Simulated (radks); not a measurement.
The numbers below are computed, except where a source is named.
Q: Level of theory: non-relativistic Kohn-Sham, LB94 model potential, spin-polarised, spherical densities, point nucleus; open shells are filled with parallel spins first (spin-orbit coupling, left out, can overturn this in heavy ions) (a radial shooting solver on a logarithmic mesh with Libxc functionals). Response by self-consistent Sternheimer equations with the Hartree and adiabatic LDA kernel. For heavy and open-shell atoms this level of theory can miss by tens of per cent. Rank H, Br2+, S, Zr3+, Cr3+, Sb, Rb (NIST ground configurations) by static dipole polarisability, largest first.

A: Rb 205.6, Sb 44.66, S 19.92, Br2+ 8.338, Zr3+ 5.305, H 5.200, Cr3+ 2.090 bohr^3.
